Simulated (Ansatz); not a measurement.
Z-matrix (Å, degrees):
```
Si
C 1 1.862
H 1 1.486 2 110.3
H 1 1.487 2 109.7 3 -119.1
H 1 1.488 2 109.0 3 120.8
Te 2 2.108 1 117.3 3 61.1
C 2 1.332 1 122.6 3 -114.8
H 6 1.659 2 93.4 1 28.4
H 7 1.087 2 123.5 1 179.7
H 7 1.087 2 120.5 1 -0.3
```

Total charge 0; spin multiplicity 1. Te takes the def2 core potential.

(1) List the PBE/def2-TZVPP orbital energies in eV (Ansatz 0.2.0). (Estimate.)

Answers

(1) The calculation gave: Occupied: -1779.62, -269.84, -269.35, -164.49, -137.38, -114.89, -114.80, -114.57, -94.12, -94.11, -94.10, -41.00, -40.97, -40.76, -40.68, -40.65, -19.40, -16.21, -14.20, -12.56, -11.12, -9.71, -9.10, -8.66, -8.29, -7.38, -7.17, -5.25. Lowest empty: -1.80, -1.58, -0.61, 0.11, 0.51, 0.78, 1.07, 1.68.
